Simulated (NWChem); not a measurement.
System: Si₂H₄OClF; SMILES O[Si@@H](Cl)[SiH2]F

Input file for NWChem:

```
start job
memory heap 200 mb stack 900 mb global 1100 mb
geometry units angstroms noautosym nocenter noautoz
  O      2.008308     0.611176    -0.059324
  Si     0.401387     0.491300     0.323003
  Cl    -0.727341     1.909874    -0.705007
  Si    -0.383799    -1.552984    -0.490942
  F      0.311795    -2.788340     0.316140
  H      2.499405     1.360293     0.293717
  H      0.171667     0.752840     1.773750
  H     -1.858592    -1.639215    -0.290238
  H     -0.056235    -1.680899    -1.939003
end
basis spherical
  * library def2-svp
end
dft
  xc pbe0
  iterations 150
end
cosmo
  do_cosmo_smd true
  solvent toluene
end
task dft energy
```

The geometry was optimised at PBE0/def2-SVP. Solvent: toluene.

Level: PBE0/def2-SVP with SMD (1 M gas to 1 M solution), gas-phase geometry. Reactions with the solvent are ignored.

### Question
What results follow from this input? (PBE0/def2-SVP, SMD on the gas-phase geometry.) Quantities: solvation free energy (kcal/mol); cavity-dispersion-structure term (kcal/mol); dipole in solution (D).

### Answer
```
Item                                         Result
-------------------------------------------  ------
solvation free energy (kcal/mol)               -3.9
cavity-dispersion-structure term (kcal/mol)    -1.5
dipole in solution (D)                         1.71
```
